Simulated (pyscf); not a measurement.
•H₂C–CH₂–O–CH₃ (SMILES [CH2]COC), doublet

Gas-phase minimum from PySCF at ωB97X-D3(BJ)/def2-SVP, one conformer. •H₂C–CH₂–O–CH₃ lies 17.1 kcal/mol over its isomer H₃C–CH₂–CH•–OH (electronic energy, ωB97M-D3(BJ)/def2-TZVP). 

SMILES: O(C[CH2])C
```xyz
11

C     -0.2736    -1.3086    -0.5959
C      0.3750    -0.4021    -1.5876
O      0.6366     0.8876    -1.0901
C     -0.5191     1.6605    -0.9018
H     -0.7931    -2.2140    -0.9224
H     -0.0527    -1.1798     0.4683
H      1.3612    -0.8105    -1.8887
H     -0.2325    -0.3513    -2.5176
H     -1.0709     1.8083    -1.8524
H     -1.2147     1.2035    -0.1717
H     -0.2052     2.6436    -0.5217
```
Charge 0, spin multiplicity 2.

Bonds (Å): C1–C2 1.492, C1–H5 1.094, C1–H6 1.094, C2–O3 1.407, C2–H7 1.109, C2–H8 1.112, O3–C4 1.403, C4–H9 1.109, C4–H10 1.107, C4–H11 1.100. Angles (°): C2–C1–H5 120.7, C2–C1–H6 119.1, H5–C1–H6 118.9, C1–C2–O3 113.8, C1–C2–H7 110.1, C1–C2–H8 110.3, O3–C2–H7 105.6, O3–C2–H8 110.8, H7–C2–H8 106.0, C2–O3–C4 113.5, O3–C4–H9 111.6, O3–C4–H10 112.3, O3–C4–H11 107.7, H9–C4–H10 107.9 (the first ones only).

Properties at ωB97X-D3(BJ)/def2-SVP:

```
Quantity                                                                                                                                                                                                                                                                      Result
---------------------------------------------------------------------------------------------------------------------  -------------------------------------------------------------------------------------------------------------------------------------------------------------
Harmonic wavenumbers, unscaled                                                                                         145, 202, 214, 366, 459, 515, 857, 945, 1058, 1110, 1177, 1187, 1256, 1309, 1387, 1443, 1455, 1470, 1478, 1501, 2988, 3007, 3039, 3077, 3168, 3171, 3292 cm⁻¹
Zero-point energy                                                                                                                                                                                                                                                      59.0 kcal/mol
Rotational symmetry number                                                                                                                                                                                                                                                         1
Entropy of this conformer at 298 K and 1 atm, rigid rotor and harmonic oscillator, modes under 100 cm⁻¹ raised to 100                                                                                                                                                308.1 J/(mol K)
Dipole moment                                                                                                                                                                                                                                                                 1.19 D
Spin expectation value S2                                                                                                                                                                                                                                                      0.753
```

Single-point totals, which compare only within one level:

```json
[
 {"level": "ωB97X-D3(BJ)/def2-TZVP", "total energy (hartree)": "-193.82234"},
 {"level": "PBE/def2-TZVP", "total energy (hartree)": "-193.49408"},
 {"level": "r²SCAN/def2-TZVP", "total energy (hartree)": "-193.63276"},
 {"level": "B3LYP-D3(BJ)/def2-TZVP", "total energy (hartree)": "-193.76269"},
 {"level": "PBE0-D3(BJ)/def2-TZVP", "total energy (hartree)": "-193.52051"},
 {"level": "M06-2X/def2-TZVP", "total energy (hartree)": "-193.65031"},
 {"level": "ωB97M-D3(BJ)/def2-TZVP", "total energy (hartree)": "-193.78523"}
]
```

Soft torsions are taken as harmonic, which can shift the entropy by several J/(mol K).
